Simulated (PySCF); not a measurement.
C₃H₅F₃, SMILES F[C@@H](C(F)F)C.

Coordinates come from a B3LYP-D3(BJ)/def2-SVP optimisation. The structure was generated by enumeration; whether it is a known compound was not checked. Other conformers were not sampled.

These are PySCF with PBE0/def2-TZVP values and carry that method's errors.

The molecule is in vacuum.

Computed frontier levels, gap, dipole moment and polarisability:
```
Quantity                                                                                                       Result
---------------------------------------------------------------------------------------------  ----------------------
highest occupied level                                                                                       -9.43 eV
lowest empty level                                                                                            1.00 eV
orbital gap                                                                                                  10.43 eV
dipole moment                                                                                                  3.27 D
quadrupole, principal values (traceless, Buckingham form, about the centre of nuclear charge)  -1.59, -0.25, 1.84 D·Å
mean static polarisability                                                                       39.1 bohr³ (5.79 Å³)
polarisability, principal values                                                               37.4, 37.8, 42.0 bohr³
```
